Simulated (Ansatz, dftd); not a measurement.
Reaction: CH6NSi (SMILES C[SiH]N, doublet) → CH6NSi (SMILES [NH]C[SiH3], doublet)
Each species at its own B3LYP-D3(BJ)/def2-TZVP minimum (Ansatz, an electronic-structure program), one conformer.

Quantity: isomerisation energy (electronic), in kJ/mol. UHF or UKS for unpaired electrons; spin-orbit terms are left out. Cores are frozen in correlated methods. No relativity. Double hybrids freeze cores in their MP2 part.

```json
[
 {"level": "HF/cc-pV(D+d)Z", "program": "Ansatz", "isomerisation energy (kJ/mol)": "114.3"},
 {"level": "PBE-D3(BJ)/def2-TZVPD", "program": "Ansatz + dftd3", "isomerisation energy (kJ/mol)": "171.6"},
 {"level": "PBE-D4/def2-TZVPD", "program": "Ansatz + dftd4", "isomerisation energy (kJ/mol)": "172.1"},
 {"level": "r2SCAN/def2-TZVPD", "program": "Ansatz", "isomerisation energy (kJ/mol)": "169.9"},
 {"level": "CAM-B3LYP-D4/def2-TZVPD", "program": "Ansatz + dftd4", "isomerisation energy (kJ/mol)": "167.4"},
 {"level": "CAM-B3LYP/def2-TZVPD", "program": "Ansatz", "isomerisation energy (kJ/mol)": "166.8"},
 {"level": "wB97M-V/def2-TZVPD", "program": "Ansatz", "isomerisation energy (kJ/mol)": "166.6"},
 {"level": "B2PLYP-D3(BJ)/def2-TZVPD", "program": "Ansatz + dftd3", "isomerisation energy (kJ/mol)": "171.5"},
 {"level": "B2PLYP/def2-TZVPD", "program": "Ansatz", "isomerisation energy (kJ/mol)": "171.0"},
 {"level": "MP2/cc-pV(D+d)Z", "program": "Ansatz", "isomerisation energy (kJ/mol)": "165.5"},
 {"level": "CCSD/cc-pV(D+d)Z", "program": "Ansatz", "isomerisation energy (kJ/mol)": "138.3"},
 {"level": "CCSDT(Q)/cc-pV(D+d)Z", "program": "Ansatz", "isomerisation energy (kJ/mol)": "138.9"}
]
```
